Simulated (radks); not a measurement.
Species: Nd2+. Configuration: [Xe] 4f3 6f1 (not the ground configuration).

Method: Dirac Kohn-Sham, PBE, spin-unpolarised, spherical densities, point nucleus; open shells are shared between the two j in proportion to 2j + 1; computed with a radial shooting solver on a logarithmic mesh with Libxc functionals.

Energy parts (hartree):
| part | energy |
|---|---|
| total | -9628.6382 |
| kinetic | 10385.1789 |
| electron-nucleus | -23471.7418 |
| Hartree | 3680.1534 |
| exchange-correlation | -222.2286 |

Orbitals (lengths in bohr, moments of r in powers of bohr; <r^-3> diverges for s and p1/2; r(90%) holds 90 % of the orbital's charge):
orbital      occ.  eigenvalue (hartree)  r(90%)   <r^-3>   <1/r>      <r^4>
1s1/2           2             -1594.549  0.0426        -   66.06  1.526e-06
2s1/2           2             -258.6288   0.156        -   15.64  0.0002480
2p1/2           2             -244.7118   0.139        -   15.61  0.0001552
2p3/2           4             -225.6008   0.147     7950   14.03  0.0001967
3s1/2           2             -56.91864   0.391        -   5.664   0.009927
3p1/2           2             -50.97993   0.384        -   5.577   0.009166
3p3/2           4             -47.16533   0.401     1633   5.181    0.01096
3d3/2           4             -36.83046   0.374    270.1   5.051   0.008220
3d5/2           6             -36.00620   0.380    243.8   4.951   0.008689
4s1/2           2             -12.12114   0.871        -   2.357     0.2503
4p1/2           2              -9.87782   0.905        -   2.252     0.2904
4p3/2           4              -9.04636   0.946    357.0   2.121     0.3457
4d3/2           4              -5.35809    1.05    49.47   1.903     0.5179
4d5/2           6              -5.21036    1.06    44.19   1.871     0.5477
4f5/2     1.28571              -1.00988    1.65    5.624   1.345      3.659
4f7/2     1.71429              -0.99290    1.67    5.460   1.333      3.825
5s1/2           2              -2.34641    2.06        -  0.9259      7.807
5p1/2           2              -1.72291    2.31        -  0.8251      12.34
5p3/2           4              -1.59887    2.42    52.96  0.7808      14.85
6f5/2    0.428571              -0.16158    13.9  0.08741  0.1417      16330
6f7/2    0.571429              -0.16131    13.9  0.08746  0.1419      16410

The highest occupied level is 6f7/2 at -4.390 eV. The density falls to 0.001 e/bohr^3 at r = 3.58 bohr.
